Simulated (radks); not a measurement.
Results of a calculation; reference values are marked as such.
Neutral rhodium inside a hard spherical wall (all orbitals vanish at R), configuration held at [Kr] 4d8 5s1 and not refilled when levels cross. Code: a radial shooting solver on a logarithmic mesh with Libxc functionals. Model: scalar-relativistic Kohn-Sham, PBE, spin-polarised, spherical densities, finite nucleus; open shells are filled with parallel spins first (spin-orbit coupling, left out, can overturn this in heavy ions); Fermi nuclear charge, rms radius 4.4945 fm. Eigenvalues in eV for spin up, with the zero of energy where the potential of the charges vanishes at infinity; a dash marks a level that is unbound or too diffuse for the functional's potential to be trusted. A positive occupied level is held by the wall or, in an anion where self-interaction has pushed it up, behind a barrier. The pressure on the wall is -dE/dV.

\begin{tabular}{lrrrrrrrrr}
R (bohr) & E (hartree) & kinetic (hartree) & e(4s) & e(4p) & e(4d) & e(5s) & e(5p, empty) & e(6s, empty) & pressure (GPa) \\ \hline
free & -4784.06951 & 4954.467 & -82.967 & -50.936 & -6.520 & -4.762 & -1.117 & - & 0 \\
20 & -4784.06951 & 4954.467 & -82.967 & -50.936 & -6.520 & -4.762 & -1.117 & - & < 0.0001 \\
15 & -4784.06951 & 4954.467 & -82.967 & -50.936 & -6.520 & -4.761 & -1.109 & 0.280 & < 0.0001 \\
10 & -4784.06921 & 4954.470 & -82.942 & -50.911 & -6.496 & -4.738 & -0.943 & 1.829 & 0.00782 \\
6 & -4784.04173 & 4954.635 & -82.066 & -50.043 & -5.700 & -3.734 & 1.246 & 12.332 & 2.12 \\
5 & -4783.97620 & 4954.957 & -80.774 & -48.780 & -4.549 & -2.047 & 3.967 & 22.575 & 11.0 \\
4 & -4783.71949 & 4956.072 & -77.409 & -45.538 & -1.501 & 3.040 & 11.185 & 45.962 & 71.8 \\
3.5 & -4783.34414 & 4957.582 & -73.936 & -42.227 & 1.801 & 9.219 & 19.343 & 69.523 & 211 \\
2.5 & -4780.06588 & 4970.065 & -57.016 & -25.761 & 20.353 & 50.242 & 68.698 & 191.00 & 2940 \\
2 & -4772.36696 & 4997.807 & -33.408 & -1.042 & 50.036 & 123.25 & 149.41 & 365.15 & 16100 \\
1.5 & -4741.27998 & 5096.088 & 34.686 & 73.429 & 136.84 & 343.23 & 378.70 & 818.33 & 127000 \\
\end{tabular}
